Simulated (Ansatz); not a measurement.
A structure relaxed at r2SCAN-D4/def2-SVP in Ansatz, charge 0, singlet:

```xyz
13

Ge    0.534   -1.991    2.325
Ge   -0.083   -0.342   -1.123
Ge   -3.017   -1.582   -1.396
Ge    2.052    1.010   -1.050
Ge   -1.702   -2.233    0.922
Ge   -1.039    1.927    1.850
Ge    2.258    1.918    1.312
S     0.341    2.903    0.271
S    -1.271   -1.198   -2.832
S     2.675    1.463   -2.951
S     0.492   -2.376   -0.068
S     0.727    0.376    2.482
S    -1.967    0.125    0.258
```

Q: Give its formula.

A: Ge₇S₆.

Q: Summarise the bond lengths by kind (pairs closer than 1.2 times the sum of covalent radii, bridged metal pairs left out).

A: 15 × Ge–S 2.05 to 2.60 Å; 4 × Ge–Ge 2.53 to 2.74 Å.

Another isomer (singlet) lies 0.58 eV lower at PBE0-D4/def2-SVP; other spin states weren't run for this one.
